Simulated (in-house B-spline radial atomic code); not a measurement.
Ionising the chromium ion Cr⁷⁺ with different functionals

Computed with an all-electron radial atomic-structure program (B-spline basis): scalar-relativistic (spin-free X2C) Hamiltonian, Fermi nucleus of rms radius 3.6452 fm, spin-polarised at highest spin, spherical fractional occupations for the functionals, the average over the highest-spin determinants for Hartree-Fock. The ionisation energy is the difference of two self-consistent energies, [Ne] 3s2 3p5 → [Ne] 3s2 3p4, without Breit or QED terms; ε is the level of the shell that loses the electron (its least bound occupied spin orbital).

Hybrids are left out here: with spherical fractional occupations of an open shell their exact exchange keeps a self-interaction that integer-occupation calculations don't have.

```json
{"method": "Hartree-Fock", "rung": "Hartree-Fock", "ΔSCF (eV)": "183.02", "-ε(3p) (eV)": "183.94"}
{"method": "LDA VWN5", "rung": "LDA", "ΔSCF (eV)": "184.86", "-ε(3p) (eV)": "172.59"}
{"method": "LDA PW92", "rung": "LDA", "ΔSCF (eV)": "184.85", "-ε(3p) (eV)": "172.58"}
{"method": "LDA exchange-only", "rung": "LDA", "ΔSCF (eV)": "182.56", "-ε(3p) (eV)": "170.41"}
{"method": "PBE", "rung": "GGA", "ΔSCF (eV)": "184.71", "-ε(3p) (eV)": "172.53"}
{"method": "PBEsol", "rung": "GGA", "ΔSCF (eV)": "?", "-ε(3p) (eV)": "?"}
{"method": "BLYP", "rung": "GGA", "ΔSCF (eV)": "184.55", "-ε(3p) (eV)": "172.35"}
{"method": "RPBE", "rung": "GGA", "ΔSCF (eV)": "184.66", "-ε(3p) (eV)": "172.51"}
{"method": "PW91", "rung": "GGA", "ΔSCF (eV)": "?", "-ε(3p) (eV)": "?"}
{"method": "BP86", "rung": "GGA", "ΔSCF (eV)": "184.88", "-ε(3p) (eV)": "172.67"}
{"method": "AM05", "rung": "GGA", "ΔSCF (eV)": "184.61", "-ε(3p) (eV)": "172.40"}
{"method": "OLYP", "rung": "GGA", "ΔSCF (eV)": "184.93", "-ε(3p) (eV)": "172.87"}
{"method": "TPSS", "rung": "meta-GGA", "ΔSCF (eV)": "184.83", "-ε(3p) (eV)": "172.74"}
{"method": "SCAN", "rung": "meta-GGA", "ΔSCF (eV)": "184.98", "-ε(3p) (eV)": "173.15"}
{"method": "r2SCAN", "rung": "meta-GGA", "ΔSCF (eV)": "184.89", "-ε(3p) (eV)": "173.07"}
{"method": "revTPSS", "rung": "meta-GGA", "ΔSCF (eV)": "184.69", "-ε(3p) (eV)": "172.62"}
```

**Question.** What does PBEsol give?

**Answer.** ΔSCF 184.60 eV, and -ε(3p) = 172.40 eV.

**Question.** What does PW91 give?

**Answer.** ΔSCF 184.88 eV, and -ε(3p) = 172.68 eV.

**Question.** How do they compare with the NIST value?

**Answer.** NIST lists 184.8 eV ± 0.15 (semi-empirical, ground level to ground level). Errors run from -2.20 to +0.22 eV; PBE is closest (-0.05 eV), though others lie within the uncertainty of it, and part of that can be cancellation, since the calculations leave out spin-orbit coupling, Breit-QED terms, multiplet and fine-structure energies. Hartree-Fock also lacks correlation.
